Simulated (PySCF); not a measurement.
PySCF job for Cl2GeH4OSi, SMILES O[Si](Cl)(Cl)[GeH3], TDA-PBE0/def2-SVPD. Coordinates come from a B3LYP-D3(BJ)/def2-SVP optimisation. Other conformers were not sampled.

```python
import numpy as np
from pyscf import gto, scf, dft, tdscf

mol = gto.M(
    atom='''
    O     0.77413610    1.95582337   -0.00000000
    Si    0.53568372    0.32169831   -0.00000000
    Cl    1.43872489   -0.53079544   -1.66970389
    Cl    1.43872489   -0.53079544    1.66970390
    Ge   -1.79408269   -0.11653846    0.00000000
    H     1.68147782    2.28909828    0.00000000
    H    -2.43908116    0.48930305    1.26003307
    H    -2.00197642   -1.64179202    0.00000000
    H    -2.43908116    0.48930306   -1.26003307
    ''',
    basis='def2-SVPD',
    charge=0,
    spin=0,
    symmetry=True,
    max_memory=1600,
    verbose=4,
)
mf = dft.RKS(mol, xc='pbe0').density_fit(auxbasis='def2-universal-jkfit')
mf.grids.level = 3
mf.conv_tol = 1e-9
mf.max_cycle = 100
mf.kernel()
mf.grids = dft.Grids(mol).set(level=1).build(with_non0tab=True)  # coarser grid for the response kernel
td = tdscf.TDA(mf)
td.singlet = True
td.nstates = 10
td.conv_tol = 1e-4
td.positive_eig_threshold = 1e-6
td.kernel(x0=td.get_init_guess(mf, 15))
td.analyze()
tt = tdscf.TDA(mf)
tt.singlet = False
tt.nstates = 4
tt.conv_tol = 1e-4
tt.positive_eig_threshold = 1e-6
tt.kernel(x0=tt.get_init_guess(mf, 9))
tt.analyze(verbose=3)
```

Log of the run:

```
PySCF version 2.14.0

[INPUT] verbose = 4
[INPUT] num. atoms = 9
[INPUT] num. electrons = 92
[INPUT] charge = 0
[INPUT] spin (= nelec alpha-beta = 2S) = 0
[INPUT] symmetry True subgroup None
[INPUT] Mole.unit = angstrom
[INPUT] Symbol           X                Y                Z      unit          X                Y                Z       unit  Magmom
[INPUT]  1 O      0.774136100000   1.955823370000   0.000000000000 AA    1.462905212139   3.695970517324   0.000000000000 Bohr   0.0
[INPUT]  2 Si     0.535683720000   0.321698310000   0.000000000000 AA    1.012295520188   0.607921700635   0.000000000000 Bohr   0.0
[INPUT]  3 Cl     1.438724890000  -0.530795440000  -1.669703890000 AA    2.718796010695  -1.003058009768  -3.155283061221 Bohr   0.0
[INPUT]  4 Cl     1.438724890000  -0.530795440000   1.669703900000 AA    2.718796010695  -1.003058009768   3.155283080118 Bohr   0.0
[INPUT]  5 Ge    -1.794082690000  -0.116538460000   0.000000000000 AA   -3.390324928923  -0.220225772379   0.000000000000 Bohr   0.0
[INPUT]  6 H      1.681477820000   2.289098280000   0.000000000000 AA    3.177532564331   4.325768821413   0.000000000000 Bohr   0.0
[INPUT]  7 H     -2.439081160000   0.489303050000   1.260033070000 AA   -4.609195387986   0.924648756414   2.381117410195 Bohr   0.0
[INPUT]  8 H     -2.001976420000  -1.641792020000   0.000000000000 AA   -3.783187141637  -3.102537271296   0.000000000000 Bohr   0.0
[INPUT]  9 H     -2.439081160000   0.489303060000  -1.260033070000 AA   -4.609195387986   0.924648775312  -2.381117410195 Bohr   0.0

nuclear repulsion = 621.671565606295
point group symmetry = Cs
symmetry origin: [ 2.87567013e-09 -2.05405070e-10  3.49188520e-09]
symmetry axis x: [1.00000000e+00 9.87043613e-10 2.37556546e-09]
symmetry axis y: [ 9.87043618e-10 -1.00000000e+00 -2.16562599e-09]
symmetry axis z: [-2.37556546e-09 -2.16562537e-09  1.00000000e+00]
num. orbitals of irrep A' = 106
num. orbitals of irrep A" = 65
number of shells = 71
number of NR pGTOs = 285
number of NR cGTOs = 171
basis = def2-SVPD
ecp = {}


[settings echo left out]
init E= -3362.89335714035
HOMO (A') = -0.312541360357007  LUMO (A') = -0.0484418481601829  gap/eV = 7.18651
cycle= 1 E= -3363.13086654904  delta_E= -0.238  |g|= 0.76  |ddm|=  3.7
HOMO (A") = -0.250057955721259  LUMO (A') = -0.0372954537982384  gap/eV = 5.78956
cycle= 2 E= -3362.97567061426  delta_E= 0.155  |g|= 1.17  |ddm|= 1.99
HOMO (A') = -0.312892663094476  LUMO (A') = -0.0181119682423503  gap/eV = 8.02139
cycle= 3 E= -3363.23401061256  delta_E= -0.258  |g|= 0.133  |ddm|= 1.26
HOMO (A') = -0.315482499945382  LUMO (A') = -0.0165349332189106  gap/eV = 8.13478
cycle= 4 E= -3363.23738087302  delta_E= -0.00337  |g|= 0.0348  |ddm|= 0.179
HOMO (A') = -0.317907893568211  LUMO (A') = -0.017958103796675  gap/eV = 8.16205
cycle= 5 E= -3363.23759931887  delta_E= -0.000218  |g|= 0.00909  |ddm|= 0.0465
HOMO (A') = -0.316588894578764  LUMO (A') = -0.0168503255552599  gap/eV = 8.15630
cycle= 6 E= -3363.2376227049  delta_E= -2.34e-05  |g|= 0.0023  |ddm|= 0.0172
HOMO (A') = -0.316735287095653  LUMO (A') = -0.0169815326441372  gap/eV = 8.15672
cycle= 7 E= -3363.2376242125  delta_E= -1.51e-06  |g|= 0.000598  |ddm|= 0.0042
HOMO (A') = -0.316773175698726  LUMO (A') = -0.0169926885067775  gap/eV = 8.15744
cycle= 8 E= -3363.23762427079  delta_E= -5.83e-08  |g|= 0.000135  |ddm|= 0.000783
HOMO (A') = -0.316766200999595  LUMO (A') = -0.0169858292982417  gap/eV = 8.15744
cycle= 9 E= -3363.2376242751  delta_E= -4.31e-09  |g|= 2.4e-05  |ddm|= 0.000229
HOMO (A') = -0.316766038570945  LUMO (A') = -0.0169862479866492  gap/eV = 8.15742
cycle= 10 E= -3363.23762427527  delta_E= -1.69e-10  |g|= 5.88e-06  |ddm|= 4.66e-05
HOMO (A') = -0.316766923539299  LUMO (A') = -0.0169866702457937  gap/eV = 8.15744
Extra cycle  E= -3363.23762427529  delta_E= -1.77e-11  |g|= 5.64e-06  |ddm|= 1.69e-05
converged SCF energy = -3363.23762427529
tot grids = 41528
Overwritten attributes  positive_eig_threshold  of <class 'pyscf.tdscf.rks.TDA'>


******** <class 'pyscf.tdscf.rks.TDA'> for <class 'pyscf.df.df_jk.DFSymAdaptedRKS'> ********
nstates = 10 singlet
deg_eia_thresh = 1.000e-03
wfnsym = None
conv_tol = 0.0001
eigh lindep = 1e-12
eigh level_shift = 0
eigh max_cycle = 100


Excitation energies (eV)
[7.14846193 7.23888078 7.35523464 7.53333911 7.70295151 7.73797822
 7.87404132 7.94229484 8.06576646 8.06972777]

** Singlet excitation energies and oscillator strengths **
Excited State   1:   A'      7.14846 eV    173.44 nm  f=0.1834
      46 -> 47        0.56118
      46 -> 48        0.37442
Excited State   2:   A'      7.23888 eV    171.28 nm  f=0.1825
      46 -> 47       -0.38396
      46 -> 48        0.57839
Excited State   3:   A"      7.35523 eV    168.57 nm  f=0.0146
      45 -> 47        0.38868
      45 -> 48        0.11184
      46 -> 49       -0.54557
Excited State   4:   A"      7.53334 eV    164.58 nm  f=0.0416
      44 -> 47       -0.20573
      44 -> 48        0.12442
      45 -> 47       -0.54720
      46 -> 49       -0.32704
Excited State   5:   A"      7.70295 eV    160.96 nm  f=0.0001
      44 -> 47       -0.45602
      44 -> 48       -0.19025
      45 -> 48       -0.46798
Excited State   6:   A"      7.73798 eV    160.23 nm  f=0.0102
      44 -> 47       -0.39164
      44 -> 48       -0.24613
      45 -> 48        0.49122
      46 -> 49        0.15475
Excited State   7:   A'      7.87404 eV    157.46 nm  f=0.0182
      39 -> 47        0.10010
      43 -> 47       -0.10525
      45 -> 49       -0.64363
      46 -> 50        0.17718
Excited State   8:   A'      7.94229 eV    156.11 nm  f=0.0035
      45 -> 49       -0.20157
      46 -> 50       -0.64374
      46 -> 51        0.11870
Excited State   9:   A"      8.06577 eV    153.72 nm  f=0.0320
      40 -> 48        0.12477
      44 -> 47       -0.24014
      44 -> 48        0.59064
      45 -> 47        0.10749
      46 -> 49        0.17854
Excited State  10:   A'      8.06973 eV    153.64 nm  f=0.0058
      41 -> 47        0.10320
      43 -> 47       -0.60105
      43 -> 48       -0.16124
      44 -> 49       -0.10413
      45 -> 49        0.10535
      46 -> 51        0.22748

** Transition electric dipole moments (AU) **
state          X           Y           Z        Dip. S.      Osc.
  1        -0.9919      0.2516     -0.0000      1.0473      0.1834
  2         0.9705      0.2951      0.0000      1.0290      0.1825
  3         0.0000      0.0000     -0.2844      0.0809      0.0146
  4         0.0000      0.0000     -0.4748      0.2254      0.0416
  5        -0.0000      0.0000     -0.0203      0.0004      0.0001
  6         0.0000      0.0000      0.2316      0.0537      0.0102
  7        -0.1417      0.2729     -0.0000      0.0945      0.0182
  8        -0.0975      0.0917      0.0000      0.0179      0.0035
  9        -0.0000      0.0000      0.4026      0.1621      0.0320
 10        -0.0026      0.1713      0.0000      0.0294      0.0058

** Transition velocity dipole moments (imaginary part, AU) **
state          X           Y           Z        Dip. S.      Osc.
  1        -0.2114     -0.0029      0.0000      0.0447      0.1135
  2         0.2404      0.0429     -0.0000      0.0596      0.1495
  3        -0.0000      0.0000      0.0116      0.0001      0.0003
  4        -0.0000     -0.0000     -0.0685      0.0047      0.0113
  5        -0.0000      0.0000      0.0045      0.0000      0.0000
  6        -0.0000     -0.0000      0.0431      0.0019      0.0044
  7        -0.0277      0.0654      0.0000      0.0050      0.0116
  8        -0.0289      0.0116      0.0000      0.0010      0.0022
  9        -0.0000     -0.0000      0.0622      0.0039      0.0087
 10        -0.0114      0.0465      0.0000      0.0023      0.0051

** Transition magnetic dipole moments (imaginary part, AU) **
state          X           Y           Z
  1         0.0000      0.0000      0.3347
  2        -0.0000     -0.0000      0.2961
  3         0.1220      0.6707     -0.0000
  4        -0.2840      0.4015      0.0000
  5         0.3691      0.2008      0.0000
  6        -0.2235     -0.3773      0.0000
  7         0.0000      0.0000      0.0298
  8         0.0000     -0.0000      0.3081
  9        -0.7009      0.5304     -0.0000
 10         0.0000     -0.0000     -0.2118


******** <class 'pyscf.tdscf.rks.TDA'> for <class 'pyscf.df.df_jk.DFSymAdaptedRKS'> ********
nstates = 4 triplet
deg_eia_thresh = 1.000e-03
wfnsym = None
conv_tol = 0.0001
eigh lindep = 1e-12
eigh level_shift = 0
eigh max_cycle = 100


Excitation energies (eV)
[6.2049486  6.42111049 6.66368596 7.02464807]

** Triplet excitation energies and oscillator strengths **
Excited State   1:   A'      6.20495 eV    199.82 nm  f=0.0000
Excited State   2:   A"      6.42111 eV    193.09 nm  f=0.0000
Excited State   3:   A'      6.66369 eV    186.06 nm  f=0.0000
Excited State   4:   A"      7.02465 eV    176.50 nm  f=0.0000
```

The run converged.

Cost: roughly 3 core-minutes.
